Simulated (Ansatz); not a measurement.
Spectroscopic constants of InH, closed-shell singlet (lowest of 2S+1 = 1, 3 at CCSD(T)/def2-TZVPP on PBE0 minima; our sources give no spin for the ground state, which may be another). No spin–orbit coupling.

The constants come from a fifth-degree fit in 1/R (seven points, main isotopes). Runs in def2 and cc sets follow the lowest solution found near the PBE0 minimum. The singlet is held restricted.

Correlated levels freeze the inner cores; with def2 sets outer-core shells near the valence are correlated too. CBS: X⁻³ extrapolation of the correlation energy, Hartree–Fock from the larger set.

Codes used: Ansatz (Gaussian orbitals).  In def2 rows elements past Kr take small-core potentials, without spin–orbit coupling.

### Question
What bond length and harmonic frequency does PBE/def2-TZVPP give?

### Answer
r_e = 1.872 Å, ω_e = 1392 cm⁻¹.

### Question
What bond length and harmonic frequency does CCSD/def2-QZVPP give?

### Answer
r_e = 1.833 Å, ω_e = 1500 cm⁻¹.

### Question
What bond length and harmonic frequency does CCSD(T)/CBS(def2-TZVPP, def2-QZVPP) give?

### Answer
r_e = 1.834 Å, ω_e = 1488 cm⁻¹.

Ansatz is an electronic-structure program.
